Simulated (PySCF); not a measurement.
EPR parameters of C8H11

C8H11 (doublet state).
Atom-mapped SMILES: `[CH2:1]=[CH:2][C@@:3]12[CH2:4][CH2:5][CH2:6][C:7]1[CH2:8]2` (hydrogens: H9, H10 on C1; H11 on C2; H12, H13 on C4; H14, H15 on C5; H16, H17 on C6; H18, H19 on C8)

Cartesian coordinates in Å at the GFN2-xTB level; atoms count from 1:
```
atom  x, y, z in Å
C1     2.6649   -0.1873    0.9981
C2     1.7392   -0.7324    0.2219
C3     0.4597   -0.1043   -0.1264
C4    -0.6637   -0.9707   -0.6863
C5    -1.8811   -0.6507    0.1988
C6    -1.6869    0.8019    0.6845
C7    -0.2092    0.9975    0.6171
C8     0.4716    1.3645   -0.6208
H9     3.5901   -0.6919    1.2147
H10    2.5238    0.7790    1.4526
H11    1.9025   -1.7130   -0.2074
H12   -0.8627   -0.6976   -1.7261
H13   -0.4156   -2.0310   -0.6542
H14   -1.8801   -1.3186    1.0608
H15   -2.8229   -0.7776   -0.3336
H16   -2.2068    1.5191    0.0411
H17   -2.0654    0.9310    1.6993
H18   -0.1080    1.6512   -1.4941
H19    1.4408    1.8401   -0.5709
```

The hyperfine couplings belong to this conformer and change with its torsions.

Level of theory: UKS B3LYP, pcH-1 on C H, non-relativistic, mean-field spin-orbit, GIAO (PySCF). Geometry: GFN2-xTB, one conformer, isolated molecule. The geometry wasn't refined by DFT: couplings that depend on bond lengths, twists or pyramidal angles can differ widely from those at the functional's own minimum. No stability test was run, so a lower SCF solution isn't excluded.

```json
{"g1, g2, g3": "2.00217, 2.00271, 2.00321", "g_iso": "2.00270", "Form of g": "rhombic: the two nearest values differ by 49 % of g3 − g1", "⟨S²⟩": "0.7529 (exact 0.7500)", "α and β electrons": "30, 29", "HOMO–LUMO gap, α and β orbitals": "5.72, 4.38 eV"}
```

Hyperfine couplings atom by atom, in MHz; T1 to T3 are the principal values of the dipolar part; ρ(0) is the spin density at the nucleus:

```tsv
atom	isotope	a_iso	T1	T2	T3	Mulliken spin population	ρ(0) (bohr⁻³)
C1	13C	0.4	-1.9	-0.1	2.0	0.02	0.0004
C2	13C	21.3	-3.7	-1.7	5.5	0.01	0.0190
C3	13C	-7.8	-7.2	-3.8	11.0	0.02	-0.0069
C4	13C	7.2	-2.2	-1.8	4.0	0.01	0.0064
C5	13C	32.1	-2.8	-2.5	5.3	0.03	0.0285
C6	13C	5.7	-4.7	-2.8	7.6	-0.04	0.0051
C7	13C	347.5	-68.6	-65.6	134.2	0.88	0.3091
C8	13C	-11.0	-7.0	-2.7	9.6	0.00	-0.0098
H9	1H	-1.3	-1.7	-1.0	2.7	0.00	-0.0003
H10	1H	-1.3	-4.2	-2.7	6.9	0.00	-0.0003
H11	1H	-1.1	-2.3	-1.6	3.9	0.00	-0.0002
H12	1H	10.9	-2.9	-1.0	3.9	0.00	0.0024
H13	1H	-1.5	-2.2	-1.6	3.8	0.00	-0.0003
H14	1H	-0.9	-2.9	-1.8	4.7	0.00	-0.0002
H15	1H	3.5	-2.2	-1.5	3.7	0.00	0.0008
H16	1H	22.2	-4.9	-3.1	7.9	0.01	0.0050
H17	1H	57.7	-6.2	-5.3	11.5	0.02	0.0129
H18	1H	28.2	-5.7	-1.9	7.7	0.01	0.0063
H19	1H	69.8	-6.6	-4.2	10.8	0.03	0.0156
```

The largest Mulliken spin population is on C7 (+0.88). The angles at C7 add up to 297.4°, so it is pyramidal.

Under fast tumbling the dipolar parts average out, and these isotropic splittings remain (the largest six): 1 × 1H (H19, I = 1/2, 2 lines) with 2.49 mT, 1 × 1H (H17, I = 1/2, 2 lines) with 2.06 mT, 1 × 1H (H18, I = 1/2, 2 lines) with 1.00 mT, 1 × 1H (H16, I = 1/2, 2 lines) with 0.79 mT, 1 × 1H (H12, I = 1/2, 2 lines) with 0.39 mT and 1 × 1H (H15, I = 1/2, 2 lines) with 0.13 mT.

The 13C coupling of C7 (347.5 MHz) shows only in satellite lines or after enrichment, since that isotope makes up about 1.07 % of natural carbon.

β density exceeds α density at some nuclei, such as C8 (-0.0098) and C3 (-0.0069), spin density in bohr⁻³. In a single determinant that takes different orbitals for the two spins, that is spin polarisation.

On one thread of an Arm Neoverse V2, no GPU, on a shared host, this took 72 s (grids of density and orbitals included) and 1.1 GiB of memory at its peak.
